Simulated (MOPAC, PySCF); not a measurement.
C₂H₂S, SMILES `C#CS`, neutral singlet in the gas phase. 

Cartesian coordinates (Å):
SMILES: C#CS
```xyz
5

C      1.2407     0.1044    -0.1834
C      0.0833    -0.1928    -0.3270
S     -1.4889    -0.7399    -0.5486
H      2.2605     0.3798    -0.0544
H     -2.0956     0.4486    -0.3741
```
Charge 0, spin multiplicity 1.

All levels are single points at this geometry (PBE0-D3(BJ)/def2-TZVP); Pople sets use spherical d functions. Orbital energies aren't observables, and empty levels follow the basis.

PBE0-D3(BJ)/def2-TZVP in PySCF gives dipole (D) = 0.86.

### Question
Estimate the dipole (D) from each of these levels: B3LYP/LANL2DZ in PySCF; M06-2X/6-31G* in PySCF; HF/3-21G in PySCF; HF/STO-3G in PySCF; AM1 in MOPAC.

### Answer

```json
[
 {"level": "B3LYP/LANL2DZ in PySCF", "dipole (D)": "1.25"},
 {"level": "M06-2X/6-31G* in PySCF", "dipole (D)": "1.02"},
 {"level": "HF/3-21G in PySCF", "dipole (D)": "1.36"},
 {"level": "HF/STO-3G in PySCF", "dipole (D)": "0.84"},
 {"level": "AM1 in MOPAC", "dipole (D)": "1.19"}
]
```
